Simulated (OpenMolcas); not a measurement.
Pd2+ with 6 ligands (fluoride) in octahedral coordination (Oh). A charge of +0.667 e stands 2.6 Å behind each ligand. Ligand basis ANO-RCC-VDZP.

- Program: OpenMolcas 26.06
- Method: SS-CASPT2, IPEA 0.25 Eh, imaginary shift 0.1 Eh (closed shells correlated: 4s 4p and the ligand valence shells)
- Basis: ANO-RCC-VTZP [7s6p4d2f1g]
- Scalar Hamiltonian: DKH2, point nucleus
- Active space: 8 electrons in 5 orbitals (4d)
- State averaging: 2S+1 = 3 even, 10 roots; 2S+1 = 1 even, 15 roots
- Spin-orbit coupling: RASSI with atomic mean-field integrals over the reference wave functions

All ligands move together. At R = 2.08 Å the first state of the same spin is 14300 cm-1, and at R = 2.17 Å it is 11380 cm-1.

Task: A third run gives 8640 cm-1. What distance was it run at?

Result: With a power law R^-n the two known points give n = -ln(11380 / 14300) / ln(2.17 / 2.08) = 5.39. Then R = 2.08 × (14300 / 8640)^(1/5.39) = 2.284 Å. The run was at 2.28 Å, so the estimate is off by +0.004 Å.

Roots that are degenerate in the reference are averaged as groups; the widest CASPT2 spread within a group is 810 cm-1 (the 3-fold group of multiplicity 1 near 23700 cm-1 above the lowest state of its run, R = 2.08). Shifts and gaps below about the spread of the groups concerned are not significant. Over all roots computed the reference weight is 0.69 to 0.70 in R = 2.08, 0.69 in R = 2.17, 0.68 to 0.69 in R = 2.28; a low but even weight reflects the number of correlated electrons. Real 4d8 and 5d8 ions are as a rule square planar and diamagnetic. Ligand-to-metal charge-transfer states are missing. With no ligand orbital active B as a rule stays too high, so bands that hang on it stand too high and its fall with covalency is understated. With one d shell and no ligand orbital active, 10Dq can be off by a tenth or more. Free-ion shares, where given, are those of the reference states; single-state CASPT2 does not remix them (holds for R = 2.17; R = 2.28). These CASPT2 states fit no ligand-field parameters well, so their order and spin gaps are uncertain (holds for R = 2.28). No measured value stands beside these numbers; the geometry is a model, was not optimised and need not be the one that this ion takes.
